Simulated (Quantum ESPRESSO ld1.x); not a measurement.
The numbers below are computed, except where a source is named.
All-electron atom: the chromium ion Cr4+ in [Ar] 3d1 4p1 (not the ground configuration). Code: ld1.x of Quantum ESPRESSO 7.5. Model: non-relativistic Kohn-Sham, LDA (Slater exchange, Perdew-Wang correlation), spin-polarised, spherical densities, point nucleus; open shells are filled with parallel spins first. Some entries of the table are withheld. Estimate them.

orbital  occ.  eigenvalue (hartree)  <r> (bohr)  r(max) (bohr)
1s up       1             -216.5569     0.06431        0.04232
1s down     1             -216.5536     0.06431        0.04232
2s up       1              -26.9199      0.2968         0.2468
2s down     1              -26.8932      0.2966         0.2467
2p up       3              -23.3199      0.2614         0.1989
2p down     3              -23.2980      0.2612         0.1989
3s up       1               -5.1898      0.8715         0.7690
3s down     1               -5.1340      0.8721         0.7696
3p up       3               -4.1603      0.9013         0.7760
3p down     3               -4.1045      0.9017         0.7767
3d up       1               -2.5072      0.9644         0.7341
3d down     0               -2.4490      0.9637         0.7357
4s up       0               -1.6559       2.155          1.998
4s down     0               -1.5836       2.163          1.993
4p up       1               -1.3810       2.352            (1)
4p down     0               -1.3105       2.378            (2)
4d up       0               -0.9710       2.807          2.615
4d down     0               -0.9110       2.898          2.668
5p up       0               -0.6716       4.459          4.449
4f up       0                   (3)       3.294          2.907
5p down     0               -0.6509       4.580          4.564
4f down     0                   (4)       3.499          3.086

Answer. 
(1) 4p up r(max) (bohr): 2.179
(2) 4p down r(max) (bohr): 2.182
(3) 4f up eigenvalue (hartree): -0.6696
(4) 4f down eigenvalue (hartree): -0.6217
